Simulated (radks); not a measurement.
Q: Species: the scandium ion Sc14+. Configuration: [He] 2s2 2p3. All-electron calculation, scalar-relativistic Kohn-Sham, PBE, spin-unpolarised, spherical densities, point nucleus. Program: a radial shooting solver on a logarithmic mesh with Libxc functionals. Some entries of the table are withheld. Estimate them.

| orbital | occ. | eigenvalue (hartree) | <1/r> (bohr^-1) | <r> (bohr) |
|---|---|---|---|---|
| 1s | 2 | -183.2083 | (1) | (2) |
| 2s | 2 | -34.90916 | (3) | (4) |
| 2p | 3 | (5) | (6) | 0.2802 |

A: 
(1) 1s <1/r> (bohr^-1): 20.82
(2) 1s <r> (bohr): 0.07279
(3) 2s <1/r> (bohr^-1): 4.622
(4) 2s <r> (bohr): 0.3209
(5) 2p eigenvalue (hartree): -32.39362
(6) 2p <1/r> (bohr^-1): 4.534
